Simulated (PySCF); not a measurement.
# A small calculation by hand: dipole moment from atomic charges

SeHBr, SMILES [SeH]Br. Atoms are numbered in the order given.

```xyz
3

Se     0.0444     1.1712     0.0000
H     -1.4230     1.3117     0.0000
Br    -0.0024    -1.1752     0.0000
```
Charge 0, spin multiplicity 1.

The structure is a stationary point at B3LYP-D3(BJ)/def2-TZVP.

Charges (e) from PBE/def2-TZVPD run with PySCF:

```json
[
 {"atom": "Se1", "IAO": "0.048", "ESP fit": "-0.036"},
 {"atom": "H2", "IAO": "0.077", "ESP fit": "0.117"},
 {"atom": "Br3", "IAO": "-0.125", "ESP fit": "-0.081"}
]
```

The dipole moment of the full density is 1.10 D.

Question: What dipole moment does each set of point charges give, and which comes closer to that of the density?

Answer: 
μ = Σ q r, and 1 e Å = 4.8032 D.
IAO: Σ q r = (-0.107, 0.304, 0.000) e Å, |μ| = 1.55 D.
ESP fit: Σ q r = (-0.168, 0.206, 0.000) e Å, |μ| = 1.28 D.
ESP fit comes closer in size. Point charges leave out the atoms' own dipoles (lone pairs, polarised bonds); fits to the potential absorb them, partitions of the density don't.
